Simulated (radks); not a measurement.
The hafnium ion Hf4+, configuration [Xe] 4f(5/2: 6, 7/2: 7) 5d(3/2: 1, 5/2: 0) (not the ground configuration). All-electron calculation, Dirac Kohn-Sham, relativistic LDA (MacDonald-Vosko exchange, VWN5 correlation), spin-unpolarised, spherical densities, finite nucleus; Fermi nuclear charge, rms radius 5.347 fm. Program: a radial shooting solver on a logarithmic mesh with Libxc functionals.

Normalised radial functions P(r) = r R(r) (large component), r in bohr:

| r | 4f7/2 | 5d5/2 |
|---|---|---|
| 0.001237 | 0.0000 | 0.0000 |
| 0.00165 | 0.0000 | 0.0000 |
| 0.002183 | 0.0000 | 0.0000 |
| 0.002911 | 0.0000 | 0.0001 |
| 0.003883 | 0.0000 | 0.0001 |
| 0.005179 | 0.0000 | 0.0003 |
| 0.006908 | 0.0000 | 0.0008 |
| 0.009213 | 0.0000 | 0.0017 |
| 0.01219 | 0.0001 | 0.0036 |
| 0.01626 | 0.0004 | 0.0076 |
| 0.02169 | 0.0011 | 0.0157 |
| 0.02892 | 0.0030 | 0.0312 |
| 0.03858 | 0.0082 | 0.0586 |
| 0.05145 | 0.0210 | 0.1024 |
| 0.06808 | 0.0496 | 0.1606 |
| 0.0908 | 0.1121 | 0.2230 |
| 0.1211 | 0.2321 | 0.2526 |
| 0.1615 | 0.4322 | 0.1964 |
| 0.2154 | 0.7104 | 0.0222 |
| 0.2873 | 1.0097 | -0.2196 |
| 0.3832 | 1.2179 | -0.3771 |
| 0.5071 | 1.2375 | -0.3013 |
| 0.6763 | 1.0646 | 0.0243 |
| 0.902 | 0.7774 | 0.4483 |
| 1.203 | 0.4789 | 0.7618 |
| 1.605 | 0.2428 | 0.8292 |
| 2.14 | 0.0960 | 0.6522 |
| 2.832 | 0.0280 | 0.3705 |
| 3.777 | 0.0049 | 0.1357 |
| 5.037 | 0.0004 | 0.0286 |

4f7/2: eigenvalue -66.108 eV, 0 radial nodes, <r> = 0.651 bohr, 90 % of the charge inside 1.09 bohr. 5d5/2 (empty): eigenvalue -40.860 eV, 2 radial nodes at r = 0.222, 0.665 bohr, <r> = 1.76 bohr, 90 % of the charge inside 2.62 bohr.
